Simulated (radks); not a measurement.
Values are calculated unless marked as measured or tabulated.
Question: Cd37+, 11 electrons, occupied as [Ne] 3s1. Level of theory: Dirac Kohn-Sham, relativistic LDA (MacDonald-Vosko exchange, VWN5 correlation), spin-unpolarised, spherical densities, finite nucleus; Fermi nuclear charge, rms radius 4.6087 fm (a radial shooting solver on a logarithmic mesh with Libxc functionals).

Spin-orbit splittings of the eigenvalues, e(l+1/2) - e(l-1/2), with zeta = 2 splitting/(2l+1) and mean radii in bohr:

| shell | occ. | splitting (eV) | zeta (eV) | <r> j=l-1/2 | <r> j=l+1/2 |
|---|---|---|---|---|---|
| 2p | 6 | 198.7 | 132.4 | 0.1091 | 0.1140 |
| 3p | 0 | ? | ? | 0.2951 | 0.3022 |

Estimate the 3p splitting.

Answer: 51.29 eV (zeta = 34.19 eV).
